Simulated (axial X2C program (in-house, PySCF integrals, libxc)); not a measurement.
## Potential curves of FeCl, 2c

Computed with an in-house relativistic program for diatomic molecules. Two-component (2c) means X2C with spin–orbit coupling and atomic mean-field two-electron Coulomb and Gaunt terms. Basis: Fe dyall-cv3z [9s10p6d3f2g], Cl dyall-av3z [9s8p3d2f] (cores contracted in-house); Gaussian nuclei, density fitting, unrestricted open shells. Masses: Fe 55.935 u, Cl 34.969 u.

State: Ω = 9/2 (⟨Sz⟩ = 2.50, ⟨Lz⟩ = 2.00 at HF). Energies in cm⁻¹ from the lowest point of each curve. Fits are polynomials in 1 − R0/R over 0.85 to 1.23 times the lowest point R0.

```json
{"R (Å)": "1.8696", "CCSD": "", "HF": "12733", "PBE50": "8691"}
{"R (Å)": "1.9556", "CCSD": "4477", "HF": "6711", "PBE50": "4035"}
{"R (Å)": "2.0201", "CCSD": "2214", "HF": "3736", "PBE50": "1893"}
{"R (Å)": "2.0845", "CCSD": "836", "HF": "1775", "PBE50": "628"}
{"R (Å)": "2.1490", "CCSD": "144", "HF": "602", "PBE50": "39"}
{"R (Å)": "2.2242", "CCSD": "0", "HF": "0", "PBE50": "0"}
{"R (Å)": "2.2994", "CCSD": "386", "HF": "18", "PBE50": "477"}
{"R (Å)": "2.3961", "CCSD": "1427", "HF": "690", "PBE50": "1615"}
{"R (Å)": "2.5143", "CCSD": "", "HF": "2159", "PBE50": "3510"}
{"R (Å)": "2.6863", "CCSD": "", "HF": "4978", "PBE50": "6746"}
```

Correlated methods: 15 electrons correlated (number of frozen shells: Fe 3 s, 2 p; Cl 2 s, 1 p), 249 virtual spin orbitals or spinors in MP2, 90 natural virtuals in coupled cluster.

The state is one determinant whose occupation by symmetry is held fixed; it was picked as the lowest of a PBE0 search that is not exhaustive. Density functionals use the spin component along the axis (collinear). CCSD ran in a truncated set of natural virtual spinors with an MP2 remainder; without triples it tends to underbind. PBE0 can misorder states that lie within some tenths of an eV, so this need not be the ground state of the molecule. The nearest other spin-free determinant of the search, M_S = 5/2, Λ = 0, lies 0.15 eV up at the distance of the search. The functionals have no current-density term, which raises determinants with orbital currents, atoms included. With several unpaired electrons one determinant need not be a pure state. A state of lower Ω lies just above, and one determinant can place such states too high, so the state shown need not be the lowest. The search has Ω = 1/2 only 0.09 eV up. Coupled cluster ran on the points near the minimum only. MP2 and coupled cluster on one determinant become unreliable at the stretched end.

Task: What are Re and ωe at the CCSD level?

Result: At CCSD, 2c: Re = 2.204 Å, ωe ≈ 399 cm⁻¹; Be follows as 0.161 cm⁻¹.

Task: Fit the HF curve near its minimum: give the equilibrium distance and the harmonic wavenumber.

Result: At HF, 2c: Re = 2.258 Å, ωe ≈ 385 cm⁻¹; Be follows as 0.154 cm⁻¹.

Task: Fit the PBE50 curve near its minimum: give the equilibrium distance and the harmonic wavenumber.

Result: At PBE50, 2c: Re = 2.190 Å, ωe ≈ 405 cm⁻¹; Be follows as 0.163 cm⁻¹.
